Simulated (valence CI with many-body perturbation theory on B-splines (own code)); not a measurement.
## E1 line list for Sn⁴³⁺

Level of theory: configuration interaction combined with many-body perturbation theory (CI+MBPT): five valence electrons over a frozen Dirac-Fock core [He], radial functions for each j: 11 s, 11 p, 10 d, 8 f, 5 g, 2 h, with the one-electron correlation potential Σ1, the two-electron term Σ2, the three-electron term Σ3, Breit, model QED; selected CI, second order for the rest, scaled by the run's own slope (own B-spline code, finite nucleus).

No measured spectrum was set against this ion. As an estimate, large intervals hold to a few tenths of a per cent, small ones and those within an open d or f shell to about a per cent. Among the levels kept, up to 7200 cm⁻¹ of a level comes from second order outside the variational space, and about a tenth of that is noise between levels of different J, which matters for small intervals.

Lines 151 to 200 of 595 in falling wavelength, among levels below 39730 × 10³ cm⁻¹, chosen from the strongest by gf and those to the six lowest levels. Wavelengths and rates use the calculated energies. Electric multipoles are in the length gauge, E1 and E2 with the static RPA response of the core. Weak lines are less certain than strong ones. Lines between different terms over intervals too small for the method are left out, as are lines whose strength nearly cancels. The highest levels of a list are the least certain.

Levels are named by their leading jj configuration (3d3/2^4 stands for four electrons in 3d with j = 3/2), which in mixed levels can hold well under half, so a name can repeat and another be missing. Letters in brackets count levels of one name in rising energy.

```tsv
λ vac (nm)	Upper	Lower	A (s⁻¹)	S (a.u.)
8.665	(2s 2p1/2 2p3/2^2 3p3/2) J=3/2 [a]	(2s 2p1/2 2p3/2^2 3s) J=3/2 [a]	3.15e+10	4.05e-02
8.632	(2s^2 2p3/2^2 3d3/2) J=3/2 [b]	(2s^2 2p3/2^2 3p1/2) J=1/2	2.08e+10	2.64e-02
8.616	(2s^2 2p1/2 2p3/2 3p3/2) J=5/2 [b]	(2s^2 2p1/2 2p3/2 3s) J=5/2	1.77e+10	3.36e-02
8.570	(2s 2p1/2^2 2p3/2 3p3/2) J=5/2 [a]	(2s 2p1/2^2 2p3/2 3s) J=5/2	3.34e+10	6.23e-02
8.564	(2s 2p1/2^2 2p3/2 3d3/2) J=1/2 [b]	(2s 2p1/2^2 2p3/2 3p1/2) J=1/2	3.54e+10	2.20e-02
8.381	(2s 2p1/2 2p3/2^2 3d3/2) J=5/2 [e]	(2s 2p1/2 2p3/2^2 3p1/2) J=5/2 [c]	1.36e+10	2.37e-02
8.238	(2s 2p1/2 2p3/2^2 3p3/2) J=5/2 [b]	(2s 2p1/2 2p3/2^2 3s) J=7/2	1.36e+10	2.25e-02
8.226	(2s 2p1/2 2p3/2^2 3p3/2) J=3/2 [f]	(2s 2p1/2 2p3/2^2 3s) J=3/2 [c]	4.93e+10	5.42e-02
8.056	(2s^2 2p1/2 2p3/2 3p3/2) J=1/2 [b]	(2s^2 2p1/2 2p3/2 3s) J=3/2 [b]	6.70e+10	3.46e-02
8.031	(2s^2 2p3/2^2 3p3/2) J=3/2 [a]	(2s^2 2p3/2^2 3s) J=3/2	5.49e+10	5.62e-02
7.985	(2s 2p1/2 2p3/2^2 3p1/2) J=7/2	(2s^2 2p3/2^2 3p1/2) J=5/2	2.44e+10	4.90e-02
7.886	(2s 2p1/2^2 2p3/2 3s) J=5/2	(2s^2 2p1/2 2p3/2 3s) J=5/2	2.46e+10	3.57e-02
7.865	(2s 2p1/2 2p3/2^2 3p3/2) J=1/2 [d]	(2s 2p1/2 2p3/2^2 3s) J=1/2 [b]	4.36e+10	2.09e-02
7.536	(2s 2p1/2 2p3/2^2 3s) J=7/2	(2s^2 2p3/2^2 3s) J=5/2	2.36e+10	3.98e-02
7.464	(2p1/2^2 2p3/2^2 3p1/2) J=5/2	(2s 2p1/2 2p3/2^2 3p1/2) J=3/2 [d]	1.47e+10	1.81e-02
7.148	(2s 2p1/2^2 2p3/2 3s) J=5/2	(2s^2 2p1/2 2p3/2 3s) J=3/2 [a]	1.59e+10	1.72e-02
6.994	(2s 2p1/2^2 2p3/2^2) J=5/2	(2s^2 2p1/2 2p3/2^2) J=5/2	6.64e+09	6.73e-03
6.766	(2s 2p1/2 2p3/2^2 3p3/2) J=5/2 [e]	(2s 2p1/2 2p3/2^2 3s) J=5/2 [b]	1.91e+10	1.75e-02
6.674	(2p1/2^2 2p3/2^2 3p3/2) J=7/2	(2s 2p1/2 2p3/2^2 3p3/2) J=7/2 [c]	1.36e+10	1.60e-02
6.664	(2p1/2^2 2p3/2^2 3s) J=5/2	(2s 2p1/2 2p3/2^2 3s) J=5/2 [c]	2.04e+10	1.79e-02
6.500	(2p1/2^2 2p3/2^2 3p1/2) J=5/2	(2s 2p1/2 2p3/2^2 3p1/2) J=5/2 [c]	2.29e+10	1.86e-02
6.324	(2p1/2^2 2p3/2^2 3s) J=3/2	(2s 2p1/2 2p3/2^2 3s) J=3/2 [c]	3.47e+10	1.73e-02
6.323	(2s 2p1/2^2 2p3/2^2) J=5/2	(2s^2 2p1/2 2p3/2^2) J=3/2	1.46e+10	1.09e-02
6.269	(2p1/2^2 2p3/2^2 3s) J=5/2	(2s 2p1/2 2p3/2^2 3s) J=3/2 [b]	2.62e+10	1.91e-02
5.873	(2s 2p1/2^2 2p3/2^2) J=1/2	(2s^2 2p1/2 2p3/2^2) J=1/2	2.68e+10	5.36e-03
5.516	(2p1/2^2 2p3/2^2 3p1/2) J=3/2	(2s 2p1/2 2p3/2^2 3p1/2) J=5/2 [b]	5.63e+10	1.87e-02
5.161	(2s 2p1/2^2 2p3/2^2) J=3/2	(2s^2 2p1/2 2p3/2^2) J=5/2	2.69e+10	7.30e-03
5.114	(2p1/2^2 2p3/2^2 3p3/2) J=5/2	(2s 2p1/2 2p3/2^2 3p3/2) J=7/2 [b]	5.81e+10	2.30e-02
5.099	(2p1/2^2 2p3/2^2 3s) J=3/2	(2s 2p1/2 2p3/2^2 3s) J=5/2 [b]	8.97e+10	2.35e-02
5.086	(2p1/2^2 2p3/2^2 3p3/2) J=7/2	(2s 2p1/2 2p3/2^2 3p3/2) J=9/2	6.04e+10	3.14e-02
5.062	(2p1/2^2 2p3/2^2 3p1/2) J=5/2	(2s 2p1/2 2p3/2^2 3p1/2) J=7/2	6.81e+10	2.62e-02
5.010	(2p1/2^2 2p3/2^2 3s) J=5/2	(2s 2p1/2 2p3/2^2 3s) J=7/2	6.06e+10	2.25e-02
4.786	(2s 2p1/2^2 2p3/2^2) J=3/2	(2s^2 2p1/2 2p3/2^2) J=3/2	1.03e+10	2.23e-03
4.757	(2p1/2^2 2p3/2^3) J=3/2	(2s 2p1/2 2p3/2^3) J=5/2	8.98e+10	1.91e-02
3.212	(2s 2p1/2 2p3/2^2 3d5/2) J=9/2 [a]	(2s^2 2p1/2 2p3/2 3d5/2) J=7/2 [a]	6.10e+10	9.98e-03
3.160	(2s 2p1/2 2p3/2^2 3p3/2) J=7/2 [a]	(2s^2 2p1/2 2p3/2 3p3/2) J=5/2 [a]	8.29e+10	1.03e-02
3.143	(2s 2p1/2 2p3/2^2 3p1/2) J=5/2 [a]	(2s^2 2p1/2 2p3/2 3p1/2) J=3/2 [a]	8.05e+10	7.40e-03
3.076	(2s 2p1/2 2p3/2^2 3d5/2) J=11/2	(2s^2 2p1/2 2p3/2 3d5/2) J=9/2	7.49e+10	1.29e-02
3.046	(2s 2p1/2 2p3/2^2 3p3/2) J=9/2	(2s^2 2p1/2 2p3/2 3p3/2) J=7/2	7.96e+10	1.11e-02
3.043	(2s 2p1/2 2p3/2^2 3p1/2) J=5/2 [b]	(2s^2 2p1/2 2p3/2 3p1/2) J=3/2 [b]	8.66e+10	7.23e-03
3.032	(2s 2p1/2 2p3/2^2 3s) J=7/2	(2s^2 2p1/2 2p3/2 3s) J=5/2	8.60e+10	9.46e-03
3.028	(2s 2p1/2 2p3/2^2 3d3/2) J=9/2	(2s^2 2p1/2 2p3/2 3d3/2) J=7/2	5.48e+10	7.51e-03
3.011	(2s 2p1/2 2p3/2^2 3p1/2) J=7/2	(2s^2 2p1/2 2p3/2 3p1/2) J=5/2	8.66e+10	9.33e-03
2.944	(2s 2p1/2^2 2p3/2^2) J=5/2	(2s^2 2p1/2^2 2p3/2) J=3/2	1.09e+11	8.22e-03
2.914	(2p1/2^2 2p3/2^2 3p3/2) J=5/2	(2s 2p1/2^2 2p3/2 3p3/2) J=3/2 [b]	1.67e+11	1.22e-02
2.858	(2s 2p1/2 2p3/2^2 3d5/2) J=5/2 [e]	(2s^2 2p3/2^2 3s) J=5/2	1.89e+11	1.31e-02
2.856	(2s 2p3/2^3 3p1/2) J=5/2	(2s^2 2p3/2^2 3p1/2) J=5/2	3.68e+11	2.54e-02
2.855	(2s 2p3/2^3 3p1/2) J=3/2 [a]	(2s^2 2p3/2^2 3p1/2) J=3/2	3.52e+11	1.62e-02
2.852	(2p1/2^2 2p3/2^2 3p3/2) J=7/2	(2s 2p1/2^2 2p3/2 3p3/2) J=5/2 [b]	2.69e+11	2.46e-02
2.831	(2p1/2^2 2p3/2^2 3s) J=5/2	(2s 2p1/2^2 2p3/2 3s) J=3/2 [b]	2.63e+11	1.76e-02
```
